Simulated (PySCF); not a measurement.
Compound: C₈H₁₄P (charge +1).
Atom-mapped SMILES: `[CH2:1]=[CH:2][C:3]1=[C:4]([CH3:5])[CH2:6][P@@H+:7]([CH3:8])[CH2:9]1`

NICS = −σ at a ghost point: NICS(0) at the centroid of the ring atoms, NICS(1) 1 Å to either side along the normal of their mean plane, zz for the tensor component along that normal. Level: GIAO PBE0/pcSseg-1 (PySCF, non-relativistic, gas phase) on the GFN2-xTB geometry, one conformer.

Ring bond lengths (Å), with Mayer bond orders in brackets: C3–C4 1.343 (1.64), C4–C6 1.522 (1.04), C6–P7 1.811 (0.99), P7–C9 1.810 (0.99), C9–C3 1.526 (1.04).

Task: Give the NICS values of each ring in ppm.

Result: 
| ring | type | NICS(0) | NICS(1), two faces | NICS(1)zz, two faces | rms pucker (Å) | centre to ring atoms, mean (Å) |
| --- | --- | --- | --- | --- | --- | --- |
| C3–C4–C6–P7–C9 | 5-membered ring with P; formal bonds 1 double, 4 single | -4.0 | -5.1 / -3.3 | -3.0 / -1.6 | 0.11 | 1.35 |

Task: What do they say, and how far can they be read as aromaticity?

Result: 
- C3–C4–C6–P7–C9: mean NICS(1)zz -2.3 ppm, near zero. C6, P7, C9 have four or more neighbours, and the NICS criterion for π rings isn't applied.

Task: What is the mean of the two in-plane components of NICS at the second NICS(1) probe listed for ring C3–C4–C6–P7–C9, 1 Å off the ring?

Result: The isotropic value is a third of the trace: (3 × -3.3 − (-1.6))/2 = -4.1 ppm.

Task: Give the inner angles of the rings and the Hirshfeld charges of the ring atoms.

Result: 
- C3–C4–C6–P7–C9: C3 116.3° (-0.002 e), C4 116.8° (+0.019 e), C6 102.8° (-0.085 e), P7 96.6° (+0.488 e), C9 102.9° (-0.086 e); sum 535.4° against 540° for a flat convex ring.

Task: How shielded are the nuclei of the rings and their hydrogens (means over atoms taken as equivalent)?

Result: 
```json
{"atoms": "C3", "environment": "fully substituted alkene carbon", "σ isotropic (ppm)": "51.5", "principal values of the symmetric part, first atom (ppm)": "-47.1, 75.4, 126.1"}
{"atoms": "C4", "environment": "fully substituted alkene carbon", "σ isotropic (ppm)": "47.7", "principal values of the symmetric part, first atom (ppm)": "-49.2, 62.6, 129.7"}
{"atoms": "C6", "environment": "sp3 carbon bound to phosphorus", "σ isotropic (ppm)": "150.3", "principal values of the symmetric part, first atom (ppm)": "118.7, 153.2, 179.0"}
{"atoms": "P7", "environment": "phosphonium phosphorus", "σ isotropic (ppm)": "332.3", "principal values of the symmetric part, first atom (ppm)": "277.0, 344.1, 376.0"}
{"atoms": "C9", "environment": "sp3 carbon bound to phosphorus", "σ isotropic (ppm)": "155.4", "principal values of the symmetric part, first atom (ppm)": "127.3, 162.3, 176.7"}
{"atoms": "H on C6", "environment": "methylene hydrogen", "σ isotropic (ppm)": "28.63", "principal values of the symmetric part, first atom (ppm)": "23.6, 28.0, 34.3"}
{"atoms": "H on C6", "environment": "methylene hydrogen", "σ isotropic (ppm)": "28.05", "principal values of the symmetric part, first atom (ppm)": "23.6, 26.0, 34.5"}
{"atoms": "H on P7", "environment": "P–H hydrogen", "σ isotropic (ppm)": "25.55", "principal values of the symmetric part, first atom (ppm)": "21.5, 22.2, 32.9"}
{"atoms": "H on C9", "environment": "methylene hydrogen", "σ isotropic (ppm)": "27.99", "principal values of the symmetric part, first atom (ppm)": "23.2, 25.9, 34.9"}
{"atoms": "H on C9", "environment": "methylene hydrogen", "σ isotropic (ppm)": "28.50", "principal values of the symmetric part, first atom (ppm)": "23.0, 28.0, 34.4"}
```

Rough CPU time on one thread of a shared machine: about 2.4 min. This is the whole shielding run at PBE0/pcSseg-1, SCF included.
